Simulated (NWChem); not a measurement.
HCl2Ga

SMILES: [Cl][GaH][Cl]
```xyz
4

Ga     0.0000     0.0000     0.5656
H      0.0000     0.0000     2.1130
Cl    -1.8054     0.0000    -0.5779
Cl     1.8054     0.0000    -0.5779
```
Charge 0, spin multiplicity 1.

Program: NWChem. Structure: optimised with PBE0/def2-SVP, a minimum by its harmonic frequencies.

Symmetry labels belong to the abelian group C2v used in the runs, with the axes of the coordinates shown.

The Hamiltonian is non-relativistic. The structure started from a generated list of species.

Task: List the lowest 6 singlet excitations that TD-BHandHLYP/def2-SVPD gives, with oscillator strengths.

Result: 
```
state  symmetry  energy (eV)  wavelength (nm)      f
-----  --------  -----------  ---------------  -----
1            b2         6.46              192  0.005
2            a2         6.55              189  0.000
3            b1         6.98              178  0.006
4            b1         7.27              171  0.082
5            a2         7.29              170  0.000
6            a1         7.33              169  0.071
```
